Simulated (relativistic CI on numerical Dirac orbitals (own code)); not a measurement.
Hyperfine structure of Ir58+, mass number 193

Computed by Dirac-Coulomb-Breit CI, orbitals from a KLI potential per configuration, a model potential for QED, unscaled Slater integrals (own radial code, finite nucleus).

CI space (outside the closed core [Ne]): 3s²3p⁶3d, 3s²3p⁵3d², 3s3p⁶3d², 3s²3p⁶4s, 3s²3p⁶4p, 3s²3p⁶4d, 3s²3p⁵3d4s, 3s²3p⁶4f, 3s²3p⁵3d4p, 3p⁶3d³, 3p⁵3d⁴, 3p⁵3d³4s. Double excitations out of closed p, d and f shells are left out; levels of such configurations are missing from the list, as are those of other unlisted configurations, and high levels can miss mixing partners. These lack a partner that the ground configuration has and come out too high: 3s²3p⁵3d4p.

Nuclear spin I = 3/2, μ = 0.163 μN, Q = 0.751 b (tables of Stone and Pyykkö). The electronic factors are computed for point nuclear moments, without core polarisation or the Bohr-Weisskopf and QED corrections.

```json
{"Level": "3s²3p⁶3d ²D3/2", "E (cm⁻¹)": "0", "A (MHz)": "13870", "B (MHz)": "65000"}
{"Level": "3s²3p⁶3d ²D5/2", "E (cm⁻¹)": "752403", "A (MHz)": "5454", "B (MHz)": "77900"}
{"Level": "3s²3p⁵3d² ⁴D°1/2", "E (cm⁻¹)": "2169706", "A (MHz)": "2912", "B (MHz)": ""}
{"Level": "3s²3p⁵3d² ⁴G°9/2", "E (cm⁻¹)": "2889181", "A (MHz)": "13590", "B (MHz)": "-329000"}
{"Level": "3s²3p⁵3d² ²H°11/2", "E (cm⁻¹)": "2982819", "A (MHz)": "13100", "B (MHz)": "-232000"}
```

Levels with J = 0, under 50 % of one LS term, or S terms without an open s electron are left out. Small factors come from cancelling terms and can be off by tens of per cent or more.

At this charge energies of transitions that change n are usually good to better than 1 %, and those within a shell (Δn = 0) to a few per cent.

(1) Give the hyperfine levels of 3s²3p⁶3d ²D3/2 relative to its centre of gravity.

Answers

(1) With K = F(F + 1) − I(I + 1) − J(J + 1), E = AK/2 + B[¾K(K + 1) − I(I + 1)J(J + 1)]/[2I(2I − 1)J(2J − 1)]: F = 0: 29210, F = 1: -21900, F = 2: -59130, F = 3: 47450 MHz.

LS names give the leading component of a level, which can be under half, so a name can repeat, a term be missing and a line seem to break the LS rules.
